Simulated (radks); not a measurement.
All-electron atom: Rb3+ in [Ar] 3d10 4s2 4p4.

Calculated with a radial shooting solver on a logarithmic mesh with Libxc functionals: scalar-relativistic Kohn-Sham, MS2 meta-GGA, spin-polarised, spherical densities, finite nucleus; open shells are filled with parallel spins first (spin-orbit coupling, left out, can overturn this in heavy ions); meta-GGA in the generalised Kohn-Sham scheme; Fermi nuclear charge, rms radius 4.2036 fm.

Energy parts (hartree):
| part | energy |
|---|---|
| total | -2978.60646 |
| kinetic | 3050.75155 |
| electron-nucleus | -7135.05291 |
| Hartree | 1205.35030 |
| exchange-correlation | -99.65540 |

Orbitals (lengths in bohr, moments of r in powers of bohr; r(max) is where P^2 peaks; r(90%) holds 90 % of the orbital's charge):
orbital  occ.  eigenvalue (hartree)   <1/r>  r(90%)   r(max)
1s up       1             -554.6456   37.89  0.0720  0.02628
1s down     1             -554.6375   37.89  0.0720  0.02628
2s up       1             -75.46586   8.451   0.274   0.1492
2s down     1             -75.46411   8.451   0.274   0.1492
2p up       3             -66.90007   8.238   0.253   0.1198
2p down     3             -66.89303   8.238   0.253   0.1198
3s up       1             -12.44862   2.816   0.754   0.4500
3s down     1             -12.44172   2.813   0.754   0.4503
3p up       3              -9.67283   2.656   0.786   0.4464
3p down     3              -9.66363   2.655   0.786   0.4467
3d up       5              -5.14172   2.391   0.853   0.3942
3d down     5              -5.12910   2.393   0.850   0.3943
4s up       1              -2.43255  0.9476    2.03    1.246
4s down     1              -2.31672  0.9530    2.03    1.235
4p up       3              -1.77575  0.8381    2.30    1.371
4p down     1              -1.66949  0.8334    2.33    1.374

The highest occupied level is 4p down at -45.429 eV. Summed over all electrons, <r^2> = 21.66 bohr^2, which gives a Langevin (diamagnetic) susceptibility term of -17.2 x 10^-6 cm^3/mol. For comparison, the ionisation energy in NIST's Atomic Spectra Database is 52.2 eV (semi-empirical). In exact Kohn-Sham theory the highest level is minus the ionisation energy, but local and semilocal functionals leave it too shallow, through self-interaction and a potential that decays too fast; potentials with the right tail come closer. The electron density at the nucleus is 5.58e+04 e/bohr^3 (large components only). Spin moment in Bohr magnetons: 2.
